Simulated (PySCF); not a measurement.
PBE0-D3(BJ)/def2-TZVP geometry optimisation, IEF-PCM water with PySCF 2.14 and geomeTRIC: [MnO4]3-, charge -3, multiplicity 3. Start (model start, shaken):

```
5

Mn    0.0000    0.0045   -0.0041
O     0.9624    0.9689    0.9608
O    -0.9748   -0.9556    0.9683
O    -0.9850    0.9831   -0.9704
O     0.9773   -0.9897   -0.9762
```

| step | E − E(start) / kcal mol⁻¹ | largest force / Eh bohr⁻¹ |
| --- | --- | --- |
| 0 | 0.00 | 0.00963 |
| 1 | -0.26 | 0.00376 |
| 2 | -0.28 | 0.00091 |
| 3 | -0.28 | 0.00006 |

The optimisation met its thresholds. End point:

```
5

Mn   -0.0040    0.0023   -0.0041
O     0.9739    0.9785    0.9706
O    -0.9811   -0.9721    0.9735
O    -0.9796    0.9785   -0.9814
O     0.9706   -0.9760   -0.9801
```

Metal–donor distances, start → end: O2 1.670 → 1.691 Å, O3 1.679 → 1.691 Å, O4 1.692 → 1.691 Å, O5 1.700 → 1.691 Å.

No frequencies were computed, so the end point may be a saddle point.

The job took 120 s on one thread of Arm Neoverse N1 (shared host), with 169 basis functions and a peak of 0.91 GiB, launched as `OMP_NUM_THREADS=1 python lf_run.py task.json out`.
